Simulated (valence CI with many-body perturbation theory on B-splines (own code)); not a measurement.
**Te¹⁸⁺: fill in the table**

Calculated by configuration interaction combined with many-body perturbation theory (CI+MBPT): six valence electrons over a frozen Dirac-Fock core [Ar] 3d10, a basis of 9 s, 9 p, 8 d, 6 f, 3 g, 1 h functions for each j, with the one-electron correlation potential Σ1, the two-electron term Σ2, the three-electron term Σ3, Breit, model QED; selected CI, second order for the rest, scaled by the run's own slope (own B-spline code, finite nucleus).

No measured spectrum was set against this ion. As an estimate, levels hold to about 250 cm⁻¹ or 0.2 % of their energy and the worst to 1 %, as in measured heavy ions of charge 2 to 7; those with d or f electrons hold less well. Among the levels kept, up to 1000 cm⁻¹ of a level comes from second order outside the variational space, and about a tenth of that is noise between levels of different J, which matters for small intervals.

```tsv
Level	E (cm⁻¹)
(4s^2 4p1/2^2 4p3/2^2) J=2	0
(4s^2 4p1/2^2 4p3/2^2) J=0	35723
(4s^2 4p1/2 4p3/2^3) J=1	?
(4s^2 4p1/2 4p3/2^3) J=2	?
(4s^2 4p3/2^4) J=0	230070
(4s 4p1/2^2 4p3/2^3) J=2	474650
(4s 4p1/2^2 4p3/2^3) J=1	512450
(4s 4p1/2 4p3/2^4) J=0	572410
(4s^2 4p1/2^2 4p3/2 4d3/2) J=2	?
(4s 4p1/2 4p3/2^4) J=1	?
(4s^2 4p1/2^2 4p3/2 4d3/2) J=3	620470
(4s^2 4p1/2^2 4p3/2 4d3/2) J=0	621680
(4s^2 4p1/2^2 4p3/2 4d3/2) J=1	?
(4s^2 4p1/2^2 4p3/2 4d5/2) J=4	636340
(4s^2 4p1/2^2 4p3/2 4d5/2) J=2	?
(4s^2 4p1/2^2 4p3/2 4d5/2) J=3	682240
(4s^2 4p1/2 4p3/2^2 4d3/2) J=1 [a]	694850
(4s^2 4p1/2 4p3/2^2 4d3/2) J=2 [a]	698490
(4s^2 4p1/2 4p3/2^2 4d3/2) J=0	700630
(4s^2 4p1/2 4p3/2^2 4d3/2) J=3 [a]	708470
```

Levels are named by their leading jj configuration (3d3/2^4 stands for four electrons in 3d with j = 3/2), which in mixed levels can hold well under half, so a name can repeat and another be missing. Letters in brackets count levels of one name in rising energy.

(1) The levels stand in rising order. What does the calculation give for the missing energies?

Answers

(1) (4s^2 4p1/2 4p3/2^3) J=1 94643; (4s^2 4p1/2 4p3/2^3) J=2 116540; (4s^2 4p1/2^2 4p3/2 4d3/2) J=2 614980; (4s 4p1/2 4p3/2^4) J=1 617490; (4s^2 4p1/2^2 4p3/2 4d3/2) J=1 630810; (4s^2 4p1/2^2 4p3/2 4d5/2) J=2 651890.
